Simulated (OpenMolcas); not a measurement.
**Sn³⁺: from CASSCF to CASPT2**

| Quantity | Value |
| --- | --- |
| Program | OpenMolcas |
| Basis | ANO-RCC-VTZP [7s6p4d2f1g] |
| Scalar Hamiltonian | X2C, point nucleus |
| Active space | 1 electron in 4 orbitals (5s 5p) |
| State averaging | 2S+1 = 2 even, 1 root; 2S+1 = 2 odd, 3 roots |
| Spin-orbit coupling | state interaction with AMFI integrals over the reference wave functions, term energies averaged over their components |

Methods on the same reference wave functions:
A. CASSCF
B. SS-CASPT2, IPEA 0.25 Eh, imaginary shift 0.1 Eh (closed shells correlated: 4d)

Energies in cm⁻¹ above 5s ²S_1/2, the measured ground level; measured values from Moore, Atomic Energy Levels, vol. III, NSRDS-NBS 35 (1971 reprint of NBS Circular 467, 1958).

```csv
Level,A,B,Measured
5s ²S_1/2,0.0,0.0,0.0
5p ²P°_1/2,68024,71395,69564
5p ²P°_3/2,73361,76731,76072
```

Deviations, from unrounded energies. A percentage is the sum of absolute deviations over the sum of measured energies, with the sign that they share, or ± where signs differ.

| Against measurement | Levels | A | B |
| --- | --- | --- | --- |
| mean absolute deviation (cm-1) | 2 | 2100 | 1200 |
| other configurations (%) | 2 | -2.9 | +1.7 |

B lies closest to measurement on these levels. The largest miss of B in the table is 5p ²P°_1/2, by +1800 cm-1. The ranking rests on the paired levels alone, and a cruder setting can come out closer through cancelling errors.

The lowest spin-free term lies below A's lowest term by 0.376 hartree in B.

With one active electron the reference holds no correlation, so core polarisation is missing (holds for A). With one active electron, CASPT2 adds the correlation within the correlated inactive shells and between them and that electron, and leaves the splitting within a term as the reference gives it (holds for B). Measured partners are found by configuration, term and J. A level has none where our copy of the source lacks it or the pairing is in doubt (some pairs that miss far off the trend of their configuration count as doubtful), and it then counts in no deviation. Levels of configurations outside the active space are missing.

° marks odd parity.
